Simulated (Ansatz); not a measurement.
The cluster Mg₄S₄⁻, relaxed as a doublet with UKS r2SCAN-D4/def2-SVPD in Ansatz, starting from the GFN1-xTB geometry. Force threshold 0.02 eV/Å.

The charge -1 doublet is spin-contaminated (final ⟨S²⟩ up to 0.99, 0.75 for a pure state). Another isomer (doublet) lies 2.68 eV lower at PBE0-D4/def2-TZVPD; other spin states weren't run for this one.

Start:

```xyz
8

Mg   -3.4161    0.6813   -0.8386
Mg    1.8525   -0.2354    1.6729
Mg    0.9769   -2.8413    0.6747
Mg    0.7558    0.7292   -1.0751
S    -1.0877    0.2505    0.9533
S     2.9237    0.3487   -0.7448
S    -1.0677   -1.0257   -0.6757
S    -0.9373    2.0927    0.0333
```

(1) Estimate the energy that the relaxation releases and the steps that it takes.

(2) Does the start keep its bonding?

(3) Predict the relaxed structure.

Answers

(1) 93.2 kcal/mol, in 26 steps; 5.2 min on 4 threads of Arm Neoverse V2 on a shared host. No frequencies were taken in this run, so the end may be a saddle point.

(2) Bonds lost: S5–S7 (atoms count from 1). Bonds formed: Mg3–S6 (atoms count from 1). Metal–metal contacts that move far: Mg2–Mg4 3.11 to 4.36 Å, Mg1–Mg4 4.18 to 2.97 Å, Mg3–Mg4 3.98 to 2.97 Å.

(3) 
Cartesian coordinates in Å:
```
Mg -2.8097 0.0949 -0.5678
Mg 3.3588 -1.4130 1.7423
Mg 1.2540 -2.0349 -0.1408
Mg 0.0784 0.6958 -0.2057
S -1.7887 1.7832 1.0297
S 2.4182 0.1284 0.0991
S -0.9314 -1.5368 -0.8442
S -1.5796 2.2824 -1.1125
```
Bond lengths (bridged metal pairs left out): 10 × Mg–S 2.35 to 2.57 Å; 1 × S–S 2.21 Å.
